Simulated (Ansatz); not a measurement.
`C#CC(F)CCl` + `[F][GaH][F]` → `C#[C][Ga]([F])[F]` + `FCCCl`  (formal exchange of groups at a C–C bond)

Calculated with Ansatz (gas phase, PBE0-D4/def2-TZVP geometries, no zero-point term in ΔE). CCSD(T)/CBS adds triple-zeta CCSD(T) − MP2 to the extrapolated MP2 energy (def2 sets, frozen cores). This one scheme is used for every species. DFT in def2-TZVPP. For Ga outer-core shells are correlated without core-valence functions, which leaves a few kJ/mol of doubt a bond. Scalar relativity is left out up to krypton. Each species was taken in one conformer, which may not be the lowest.

**Question.** Is it downhill or uphill in electronic energy at CCSD(T)/CBS, and by how much? (Best estimate.)

**Answer.** The calculation gave: Downhill: ΔE = -58.4 kJ/mol.

**Question.** What do these levels give: r2SCAN-D4, PBE0-D4, ωB97X-V, ωB97M-V, PBE0, MP2/def2-TZVPP, SCS-MP2/def2-TZVPP, CCSD(T)/def2-TZVPP, HF/def2-QZVPP, SCS-MP2/def2-QZVPP, HF/CBS(def2), CCSD/CBS(def2)? (An estimate is asked.)

**Answer.** Ansatz gave: r2SCAN-D4 -49.5, PBE0-D4 -47.9, ωB97X-V -50.9, ωB97M-V -50.1, PBE0 -50.2, MP2/def2-TZVPP -59.2, SCS-MP2/def2-TZVPP -61.0, CCSD(T)/def2-TZVPP -60.7, HF/def2-QZVPP -67.2, SCS-MP2/def2-QZVPP -59.7, HF/CBS(def2) -67.0, CCSD/CBS(def2) -59.8 kJ/mol.

Largest T1 diagnostic among the species: 0.015.

From PBE to PBE0 (25 % exact exchange), in def2-TZVPP and without D4, ΔE moves by −4.9 kJ/mol. The D4 term adds +3.8 kJ/mol with B3LYP and +2.3 kJ/mol with PBE0; it sums over pairs of atoms, weighted by their polarisabilities, and B3LYP, whose exchange is more repulsive, gets the larger term.

B3LYP here is the variant with VWN-RPA as its local correlation; programs differ in this.
